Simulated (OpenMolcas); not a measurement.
**How basis sets differ on C2H6Cl2Si (SMILES C[Si](C)(Cl)Cl)**

C2H6Cl2Si has 11 atoms, charge 0, and is taken as a singlet. As SMILES, `C[Si](C)(Cl)Cl`. Geometry: relaxed at PBE0-D4/def2-TZVP.

Quantity: the HOMO–LUMO gap, in eV. The values are calculated.

```tsv
level	kind	program	value (eV)	CPU time
HF/ANO-L-MB	Hartree–Fock	OpenMolcas	16.41	6.2 s
HF/ANO-R0 (sfX2C)	Hartree–Fock	OpenMolcas	16.09	3.1 s
HF/ANO-RCC-MB (DKH2)	Hartree–Fock	OpenMolcas	16.75	4.1 s
HF/STO-3G	Hartree–Fock	OpenMolcas	18.58	2.8 s
HF/3-21G	Hartree–Fock	OpenMolcas	16.53	4.1 s
HF/def2-SVP	Hartree–Fock	OpenMolcas	16.09	17 s
```

The values span 16.09 to 18.58 eV. A Hartree–Fock LUMO above zero doesn't converge with the basis: it sinks as sets grow more diffuse. Orbital gaps aren't excitation energies. CPU times are rough (shared hosts, several kinds of processor and program).
